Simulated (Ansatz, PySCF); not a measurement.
C4H7FO2, SMILES [C@@H]1([C@](C)([C@H]1O)F)O. Atoms are numbered in the order given.

```xyz
14

C      0.8665    -1.0918     1.6524
C      0.4212    -0.3727     0.4238
F      1.2329    -0.6048    -0.6546
C     -1.0283    -0.2447     0.0323
O     -1.3031    -0.2749    -1.3265
C     -0.2386     0.9813     0.4526
O      0.0347     1.8959    -0.5309
H      1.8735    -0.7607     1.9482
H      0.1790    -0.8839     2.4845
H      0.8860    -2.1800     1.4858
H     -1.8112    -0.6649     0.6756
H     -0.6446    -0.8453    -1.7454
H     -0.4304     1.4224     1.4381
H     -0.4217     1.5664    -1.3226
```

Coordinates come from a PBE0-D3(BJ)/def2-SVP optimisation. The structure was generated by enumeration; whether it is a known compound was not checked. The values are those of a single conformer.

Two levels are set side by side: PBE-D3(BJ)/def2-SVP (Ansatz, a first-principles code) and PBE0-D3(BJ)/def2-SVP (Ansatz). Each level has its own optimised geometry; the coordinates shown are those of the second. Frequencies come from the Hessian of PySCF at each geometry. Differences are taken from unrounded values.

| quantity | PBE0-D3(BJ) |
|---|---|
| mean bond length (Å) | 1.256 |
| bond C1–C2 (Å) | 1.492 |
| bond C2–F3 (Å) | 1.370 |
| bond C2–C4 (Å) | 1.507 |
| bond C2–C6 (Å) | 1.506 |
| bond C4–O5 (Å) | 1.387 |
| bond C4–C6 (Å) | 1.518 |
| bond C6–O7 (Å) | 1.371 |
| bond C1–H8 (Å) | 1.101 |
| bond C1–H9 (Å) | 1.099 |
| bond C1–H10 (Å) | 1.101 |
| bond C4–H11 (Å) | 1.097 |
| bond O5–H12 (Å) | 0.967 |
| bond C6–H13 (Å) | 1.097 |
| bond O7–H14 (Å) | 0.971 |
| highest harmonic wavenumber (cm⁻¹) | 3826 |
| mean harmonic wavenumber (cm⁻¹) | 1362 |
| zero-point energy (kcal/mol) | 70.08 |

Q: What does PBE-D3(BJ) give, and how far is it from PBE0-D3(BJ)? (An estimate is asked for; the answer gives what the named calculation found.)

A: 
| quantity | PBE-D3(BJ) | PBE-D3(BJ) minus PBE0-D3(BJ) |
|---|---|---|
| mean bond length (Å) | 1.268 | 0.012 |
| bond C1–C2 (Å) | 1.498 | 0.007 |
| bond C2–F3 (Å) | 1.389 | 0.020 |
| bond C2–C4 (Å) | 1.519 | 0.012 |
| bond C2–C6 (Å) | 1.523 | 0.016 |
| bond C4–O5 (Å) | 1.402 | 0.015 |
| bond C4–C6 (Å) | 1.534 | 0.016 |
| bond C6–O7 (Å) | 1.382 | 0.012 |
| bond C1–H8 (Å) | 1.109 | 0.008 |
| bond C1–H9 (Å) | 1.108 | 0.008 |
| bond C1–H10 (Å) | 1.110 | 0.009 |
| bond C4–H11 (Å) | 1.105 | 0.009 |
| bond O5–H12 (Å) | 0.980 | 0.013 |
| bond C6–H13 (Å) | 1.106 | 0.009 |
| bond O7–H14 (Å) | 0.986 | 0.015 |
| highest harmonic wavenumber (cm⁻¹) | 3624 | -202 |
| mean harmonic wavenumber (cm⁻¹) | 1308 | -54 |
| zero-point energy (kcal/mol) | 67.32 | -2.76 |

Exact exchange shortens and stiffens bonds; PBE has none. Differences between two approximate levels are no errors against the true value.
